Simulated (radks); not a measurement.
Results of a calculation; reference values are marked as such.
Mean orbital radii <r> (bohr) of the carbon ion C2+, [He] 2s2, at several levels of relativity; Dirac values are averaged over j with weights 2j + 1. Spin-unpolarised spherical Kohn-Sham, PBE, point nucleus unless stated (finite: rms radius 2.4702 fm), a radial shooting solver on a logarithmic mesh with Libxc functionals. A level marked "c x" has the speed of light scaled by that factor.

shell       non-rel.  Dirac, finite nucleus  Dirac, c x 0.85  Dirac, c x 2  change of magnitude, last against first (%)
1s            0.2703                 0.2701           0.2701        0.2702                                        -0.01
2s             1.362                  1.361            1.361         1.362                                        -0.01
2p (empty)     1.320                  1.320            1.320         1.320                                        0.00
